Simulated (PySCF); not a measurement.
**How methods differ on the interval between two levels of C²⁺**

C²⁺ [He] 2s2 → C²⁺ [He] 2s1 2p1 [3P2, M_J = 2], as a difference of total energies. All numbers are calculated (PySCF 2.14, the two-component X2C-1e Hamiltonian, in x2c-SVPall-2c with one added diffuse shell of s type (4s2p1d, 15 functions)). Correlated levels: 1s2 frozen. "Screened" scales the spin-orbit matrix elements by Boettger's factors to mimic the two-electron term; Breit and QED terms are absent.

| method | interval between two levels (cm⁻¹) |
| --- | --- |
| GHF (spin-free) | 34416 |
| GMP2 (spin-free) | 42523 |
| GHF (screened spin-orbit) | 34446 |
| GMP2 (screened spin-orbit) | 42553 |

The labels give the starting determinants; with spin-orbit coupling the two ends relaxed to ⟨J²⟩ = 0.00, ⟨L²⟩ = 0.00, ⟨S²⟩ = 0.00 and ⟨J²⟩ = 6.00, ⟨L²⟩ = 2.00, ⟨S²⟩ = 2.00.
